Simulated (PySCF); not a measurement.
A structure optimised at PBE-D3(BJ)/def2-TZVPD, used in a PySCF frequency run:

```xyz
3

H      0.0000     0.0000    -1.9586
N      0.0000     0.0000    -0.9492
Si     0.0000     0.0000     0.6145
```

Problem. Write its SMILES, formula and point group.

Solution. [NH+]#[Si-], HNSi, C∞v

Problem. What are its rotational constants (standard atomic weights)?

Solution. 18.719 GHz (linear rotor, B only)
